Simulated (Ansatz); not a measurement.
BH4N2SSb, SMILES `NB1[NH][SbH][S]1`, 9 atoms. Charge 0, multiplicity 1. Correlated methods include outer-core shells of Sb, which these sets cover unevenly. Sb takes the def2 core potential. All runs use 4 threads of an Intel Xeon 6975P-C on a shared host. Correlated methods freeze the cores.

Problem. Give the basis size and wall time and peak host memory of each of these runs in Ansatz. RKS PBE0-D4/def2-TZVP relaxation (11 steps); RKS B3LYP-D4/def2-TZVPP energy and forces; RKS r2SCAN0-D4/def2-TZVPP energy; RKS ωB97M-V/def2-QZVPP energy; RHF-MP2/def2-QZVPP energy; RHF-CCSD(T)/def2-SVP energy; RKS PBE0-D4/def2-TZVP frequencies; RHF-CCSD(T)/def2-TZVPP energy; RKS SPW92 (LDA)/def2-TZVPP energy; RKS BLYP-D4/def2-TZVPP energy; RKS ωB97M-V/def2-SVP energy; direct RPA on PBE orbitals/def2-TZVPP energy. (An estimate is asked.)

Solution. The calculation gave: Other jobs shared the machine, so times are rough.

```json
{"level": "RKS SPW92 (LDA)/def2-TZVPP", "job": "energy", "functions": "241", "wall time": "0.75 s", "peak host memory (GiB)": "0.34"}
{"level": "RKS BLYP-D4/def2-TZVPP", "job": "energy", "functions": "241", "wall time": "1.1 s", "peak host memory (GiB)": "0.34"}
{"level": "RKS ωB97M-V/def2-SVP", "job": "energy", "functions": "106", "wall time": "2.5 s", "peak host memory (GiB)": "0.43"}
{"level": "RKS B3LYP-D4/def2-TZVPP", "job": "energy and forces", "functions": "241", "wall time": "2.6 s", "peak host memory (GiB)": "0.73"}
{"level": "RKS r2SCAN0-D4/def2-TZVPP", "job": "energy", "functions": "241", "wall time": "2.6 s", "peak host memory (GiB)": "0.69"}
{"level": "RHF-CCSD(T)/def2-SVP", "job": "energy", "functions": "106", "wall time": "3.4 s", "peak host memory (GiB)": "0.55"}
{"level": "direct RPA on PBE orbitals/def2-TZVPP", "job": "energy", "functions": "241", "wall time": "3.8 s", "peak host memory (GiB)": "0.69"}
{"level": "RKS ωB97M-V/def2-QZVPP", "job": "energy", "functions": "443", "wall time": "9.5 s", "peak host memory (GiB)": "2"}
{"level": "RHF-MP2/def2-QZVPP", "job": "energy", "functions": "443", "wall time": "11 s", "peak host memory (GiB)": "2.6"}
{"level": "RKS PBE0-D4/def2-TZVP", "job": "relaxation (11 steps)", "functions": "204", "wall time": "23 s", "peak host memory (GiB)": "0.61"}
{"level": "RHF-CCSD(T)/def2-TZVPP", "job": "energy", "functions": "241", "wall time": "49 s", "peak host memory (GiB)": "5.6"}
{"level": "RKS PBE0-D4/def2-TZVP", "job": "frequencies", "functions": "204", "wall time": "81 s", "peak host memory (GiB)": "0.64"}
```

B3LYP here is the variant with VWN-RPA as its local correlation; programs differ in this.
